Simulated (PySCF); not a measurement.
A structure optimised at PBE-D3(BJ)/def2-SVP, used in a PySCF frequency run:

```xyz
10

Al    -0.2452    -0.5111    -0.1119
F     -0.5051    -1.9263     0.7528
Br     0.8081     1.1615     0.9942
C     -0.8305    -0.3395    -1.9685
C     -1.5097    -1.5728    -2.5830
H      0.0653    -0.0361    -2.5564
H     -1.4988     0.5506    -2.0074
H     -2.4229    -1.8635    -2.0251
H     -0.8403    -2.4570    -2.5829
H     -1.8124    -1.3912    -3.6357
```
Charge 0, spin multiplicity 1.

Write its SMILES and formula.

C[CH2][Al]([F])[Br], C₂H₅AlBrF

What are its rotational constants (standard atomic weights)?

4.8000, 1.0567, 0.87549 GHz
